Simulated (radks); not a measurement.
Problem. The mean radii <r> (bohr) of the occupied orbitals of an atom or ion are listed with their occupations. Method: non-relativistic Kohn-Sham, SCAN, spin-polarised, spherical densities, point nucleus; meta-GGA in the generalised Kohn-Sham scheme; computed with a radial shooting solver on a logarithmic mesh with Libxc functionals.

| orbital | occ. | <r> |
|---|---|---|
| 1s up | 1 | 0.2293 |
| 1s down | 1 | 0.2285 |
| 2s up | 1 | 1.162 |
| 2s down | 1 | 1.186 |
| 2p up | 1 | 1.130 |

Name the element and its charge. Open shells, if any, are filled with parallel spins first.

Solution. Z = 7, nitrogen, charge +2: N2+ in [He] 2s2 2p1. The 1s radius gives Z: for a bare nucleus <r> = 1.5/Z, 0.2143 bohr for Z = 7, and screening makes it slightly larger (0.2293 here). The occupations add up to 5, and the charge is Z minus that.
